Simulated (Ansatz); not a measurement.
SeH, multiplicity 2 (the spin of the measured ground state), most abundant isotopes (1.0078 and 79.9165 u). Constants from fifth-degree fits in 1/R to seven points on the lowest solution found; no spin–orbit coupling, no relativity up to Kr; ω_e x_e and α_e move by some per cent with the fit.

Correlated levels freeze the inner cores; with def2 sets outer-core shells near the valence are correlated too. CBS: X⁻³ extrapolation of the correlation energy, Hartree–Fock from the larger set.

Run with Ansatz (an electronic-structure program) with Gaussian orbitals. Each number belongs to the level named beside it.

```json
[
 {"level": "PBE/def2-TZVPP", "r_e (Å)": "1.4839", "ω_e (cm⁻¹)": "2350.1", "ω_e x_e (cm⁻¹)": "39.2", "α_e (cm⁻¹)": "0.212"},
 {"level": "CCSD(T)/CBS(def2-TZVPP, def2-QZVPP)", "r_e (Å)": "1.4616", "ω_e (cm⁻¹)": "2445.9", "ω_e x_e (cm⁻¹)": "39.3", "α_e (cm⁻¹)": "0.214"}
]
```

D_e from total energies of the atoms and the molecule: 3.42 eV at PBE/def2-TZVPP.

### Question
Derive the rotational constants, the centrifugal constant, the fundamental, the zero-point energy and the force constant, and test the Morse rule for the well depth.

### Answer

μ = 0.99527 u.
- PBE/def2-TZVPP: B_e = 16.8576/(μ r_e²) = 7.6916 cm⁻¹; B₀ = B_e − α_e/2 = 7.5858 cm⁻¹; D = 4B_e³/ω_e² = 3.30e-04 cm⁻¹; fundamental ω_e − 2ω_e x_e = 2272 cm⁻¹; zero-point energy ω_e/2 − ω_e x_e/4 = 1165 cm⁻¹; k = μ(2πcω_e)² = 324 N/m; a Morse well would hold ω_e²/(4ω_e x_e) = 4.36 eV against the computed D_e of 3.42 eV
- CCSD(T)/CBS(def2-TZVPP, def2-QZVPP): B_e = 16.8576/(μ r_e²) = 7.9286 cm⁻¹; B₀ = B_e − α_e/2 = 7.8218 cm⁻¹; D = 4B_e³/ω_e² = 3.33e-04 cm⁻¹; fundamental ω_e − 2ω_e x_e = 2367 cm⁻¹; zero-point energy ω_e/2 − ω_e x_e/4 = 1213 cm⁻¹; k = μ(2πcω_e)² = 351 N/m

Measured for the ground state: r_e 1.475 Å [NIST CCCBDB].
